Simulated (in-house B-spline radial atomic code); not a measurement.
A fraction x of an electron is removed from 4p in the iodine ion I⁵⁺, starting from [Kr] 4d10 5s2 and keeping the highest spin. Level of theory: scalar-relativistic (X2C) B97-1, spin-polarised, spherical fractional occupations, Fermi nucleus of rms radius 4.75 fm; calculated with a radial B-spline atomic code at the basis-set limit.

Caution: exact exchange at fractional occupations of open shells leaves self-interaction of up to several eV.

| x | E(x) - E(0) (eV) | 4p down level (eV) |
| --- | --- | --- |
| 0 | 0.0000 | -191.291 |
| 0.12 | 23.1057 | -193.806 |
| 0.13 | 25.0448 | -194.016 |
| 0.31 | ? | ? |
| 0.49 | 96.2581 | -201.630 |
| 0.5 | 98.2755 | -201.843 |
| 0.54 | 106.3662 | -202.695 |
| 0.67 | 132.8969 | -205.473 |
| 0.81 | ? | ? |
| 0.92 | 184.9361 | -210.848 |
| 1 | 201.8731 | -212.577 |

(1) What belongs in the row x = 0.31?

(2) What belongs in the row x = 0.81?

(3) Check Janak's theorem between x = 0.12 and 0.13.

## Answers

(1) An energy change of 60.3088 eV; 4p down at -197.811 eV.

(2) An energy change of 161.8733 eV; 4p down at -208.477 eV.

(3) The slope of the energy is 193.91 eV; the orbital levels give 193.91 eV (-ε of the emptying orbital, averaged over the two points).
